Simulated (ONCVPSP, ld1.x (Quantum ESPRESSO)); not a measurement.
## Hardness and transferability of assorted potentials

Generated with ld1.x 7.5 (TM, RRKJ, ultrasoft, PAW), atompaw 4.2 or ONCVPSP 4.0.1. The cutoff is in Ry: for ld1.x and atompaw files where the sum of valence levels is converged to 10 mRy in a Bessel basis, for ONCV files where the hardest occupied wave has 1 mHa per electron of residual kinetic energy. The error is the largest all-electron minus pseudo excitation energy over each file’s own four to seven test configurations (ionisations up to +4, promotions, holes and added fractions of an electron), all of which were solved. The labels leave out finer settings (local radius, basis sizes, second energies), which also bear on the numbers. Spin-polarised tests are not counted. The rows are a selection from randomly drawn settings: files with unsolved tests, undetermined cutoffs or missed reference levels are left out.

A true bound ghost makes a file unfit for plane-wave use even where its test errors are small: the radial tests pick states by their node count and pass the ghost by.

| element | potential | cutoff (Ry) | largest error (meV) | bound ghosts |
| --- | --- | --- | --- | --- |
| He | PAW, PBE, non-relativistic, rc 0.85/0.75 (sp), local p, core correction no, reference 1s2 | 55 | -4.0 | none |
| Al | ultrasoft, PBE, fully relativistic, rc 2.35/2.20 (sp), local smoothed, core correction yes, reference 3s2 3p0.5 | 6 | +12 | none |
| Cr | ONCV, PBE, scalar-relativistic, rc 1.60/1.45/1.30 (spd), local smoothed, core correction yes, reference 3s2 3p6 3d5 4s0.75, qcut 9.8/8.7/12, projectors 3/1/1 | 106 | -2.3 | none |
| Ga | ONCV, PBE, scalar-relativistic, rc 2.00/2.85/2.00 (spd), local d, core correction yes, reference 4s2 4p1, qcut 4/3.3/5.2, projectors 3/3/0 | 13 | -142 | none |
| Rh | ONCV, BLYP, scalar-relativistic, rc 1.45/1.75/1.40 (spd), local smoothed, core correction yes, reference 4s2 4p6 4d8 5s1, qcut 9.4/8.4/6.3, projectors 2/3/2 | 115 | +5.3 | d |
| Sb | ONCV, PW91, scalar-relativistic, rc 1.95/2.30 (sp), local s, core correction no, reference 5s2 5p3, qcut 2.9/3, projectors 0/2 | 38 | +181 | none |

Question: Fill in the row for Ge: ONCV, PBEsol, fully relativistic, rc 1.80/1.50 (sp), local smoothed, core correction yes, reference 4s1 4p3, qcut 3.4/5.8, projectors 2/2.

Answer: cutoff 33 Ry, largest error -20 meV, bound ghosts: p3/2, p1/2.

Question: Fill in the row for V: ONCV, PBEsol, fully relativistic, rc 1.25/1.18/1.25 (spd), local smoothed, core correction no, reference 3s2 3p6 3d3 4s1.5, qcut 12.1/10.8/10.6, projectors 2/2/2.

Answer: cutoff 103 Ry, largest error +1.0 meV, bound ghosts: none.

Question: Fill in the row for Rb: ONCV, PBE, scalar-relativistic, rc 1.95/2.25/1.70 (spd), local smoothed, core correction no, reference 4s2 4p6 5s1, qcut 6.5/6/5.8, projectors 2/2/2.

Answer: cutoff 27 Ry, largest error -14 meV, bound ghosts: none.
